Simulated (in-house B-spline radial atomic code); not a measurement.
## RPA and G0W0 on PBE0: neutral nitrogen

Configuration [He] 2s2 2p3, highest spin, mean-field start PBE0. Computed with a B-spline radial code for spherical atoms: all electrons, non-relativistic, point nucleus, each spin shell either full or empty, empty states to l = 9 with an (l + 1/2)⁻⁴ tail; G0W0 by contour deformation at full frequency.

Command:
```bash
python run_gw.py task.json out
```
Settings (radii: box in bohr, nucleus in fm):
```
Z                        7
electrons                7
configuration            [He] 2s2 2p3
hamiltonian              nr
method                   pbe0
lmax                     9
spin_polarised           True
box_radius               40
intervals                49
```

Run time, properties included: 0.8 s on 1 thread of Arm Neoverse V2, on a shared host.

Energies (hartree):

```
                                     term      value
                         mean-field total  -54.54660
Hartree-Fock functional on these orbitals  -54.40141
                      direct second order   -0.37899
                    second-order exchange    0.17473
                         SOSEX correction    0.15169
```

(1) What is the RPA correlation energy, and what remains with SOSEX?

Quasi-particle levels (eV):

```
  level  occupied  mean field  Σx - vxc     Σc  QP weight     G0W0
  2p up       yes     -10.216     -5.34      ?          ?        ?
2s down       yes     -16.810     -3.30  -0.63      0.861  -20.737
2p down        no      -2.351      6.08  -3.26      0.902    0.468
```

G0W0 = mean field + (Σx - vxc) + Σc, with Σc (partial-wave tail included) taken at the quasi-particle energy. Levels of low weight are left out. An empty level above zero is unbound and depends on the box.

(2) Where does G0W0 put 2p up?

Answers

(1) RPA gives -0.31895 hartree (-1.24 eV per electron); RPA + SOSEX gives -0.16725, and the second-order doubles -0.20426 hartree (no singles). SOSEX takes back 48 % of the RPA value.

(2) At -14.206 eV, with Σc = 1.35 eV and a quasi-particle weight of 0.861. The tabulated removal energy is 14.534 eV (NIST, measured).
